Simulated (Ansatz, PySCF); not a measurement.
Precursor series Mo F-OH. Isolated molecules, 0 K electronic values unless said otherwise. One relaxed conformer stands for each flexible species; it need not be the lowest.

Quantity: redistribution energy (mixed species minus the weighted end members), in kJ/mol.

Level 1: B3LYP-D3(BJ)/def2-TZVP // TPSS-D3(BJ)/def2-SVP (PySCF)
Level 2: PBE-D3(BJ)/def2-TZVP // TPSS-D3(BJ)/def2-SVP (PySCF)
Level 3: BP86/6-31G* (LANL2DZ on Mo) // TPSS-D3(BJ)/def2-SVP (PySCF)
Level 4: HF/def2-TZVPP // TPSS-D3(BJ)/def2-SVP (Ansatz, a first-principles code)

| species | level 1 | level 2 | level 3 | level 4 |
|---|---|---|---|---|
| 3 of 6 F replaced by OH: [Mo(F)3(OH)3] | … | -25.46 | -19.50 | … |
| 1 of 6 F replaced by OH: [Mo(F)5(OH)] | -11.15 | -6.02 | 4.26 | -18.95 |
| 4 of 6 F replaced by OH: [Mo(F)2(OH)4] | -28.42 | … | -16.58 | -36.66 |
| 5 of 6 F replaced by OH: [Mo(F)(OH)5] | … | -13.86 | -12.91 | -19.25 |
| 2 of 6 F replaced by OH: [Mo(F)4(OH)2] | -20.18 | -12.67 | -0.03 | -32.24 |

Complete the blanks.


- 3 of 6 F replaced by OH: [Mo(F)3(OH)3], level 1: -32.63
- 3 of 6 F replaced by OH: [Mo(F)3(OH)3], level 4: -42.7
- 4 of 6 F replaced by OH: [Mo(F)2(OH)4], level 2: -21.74
- 5 of 6 F replaced by OH: [Mo(F)(OH)5], level 1: -17.14
